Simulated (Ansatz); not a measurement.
One change: `C#CO` becomes `C#CO[SiH2]Br`.

Ansatz, PBE0-D4/def2-TZVP geometries, multiplicity 1. Each molecule was computed in one conformer, which needn't be the lowest.

Scalar relativity is left out up to krypton.

```json
{"property": "HOMO–LUMO gap (PBE/def2-TZVPP) / eV", "`C#CO`": "5.43"}
{"property": "ideal-gas entropy at 298 K and 1 bar (rigid rotor, harmonic PBE0-D4/def2-TZVP) / J/(mol·K)", "`C#CO`": "247"}
{"property": "HOMO energy (PBE0/def2-TZVPP) / eV", "`C#CO`": "-7.29"}
{"property": "HOMO–LUMO gap (ωB97M-V/def2-TZVPP) / eV", "`C#CO`": "11.48"}
{"property": "size of the dipole moment (ωB97M-V/def2-TZVPP) / D", "`C#CO`": "1.71"}
{"property": "HOMO energy (PBE/def2-TZVPP) / eV", "`C#CO`": "-5.97"}
```

**Question.** What does the change do to each property? (Best estimate.)

**Answer.** Ansatz gave: 
```csv
property,`C#CO[SiH2]Br`,shift
HOMO–LUMO gap (PBE/def2-TZVPP) / eV,5.00,-0.43
"ideal-gas entropy at 298 K and 1 bar (rigid rotor, harmonic PBE0-D4/def2-TZVP) / J/(mol·K)",354,107
HOMO energy (PBE0/def2-TZVPP) / eV,-7.54,-0.25
HOMO–LUMO gap (ωB97M-V/def2-TZVPP) / eV,11.28,-0.20
size of the dipole moment (ωB97M-V/def2-TZVPP) / D,1.37,-0.34
HOMO energy (PBE/def2-TZVPP) / eV,-6.25,-0.28
```

With PBE0 the HOMO falls by 0.25 eV and the LUMO falls by 0.77 eV, so the gap narrows by about 0.52 eV. PBE moves the HOMO by -0.28 eV and ωB97M-V by -0.26 eV. The zero-point energy changes by 25.5 kJ/mol with +9 modes. Dipoles are sizes alone; their direction can turn. Modes under 60 cm⁻¹, often nearly free rotors, make the harmonic entropy too high.

Spin–orbit coupling is left out; it splits and shifts lone-pair levels of the heavy atoms by tenths of an eV.
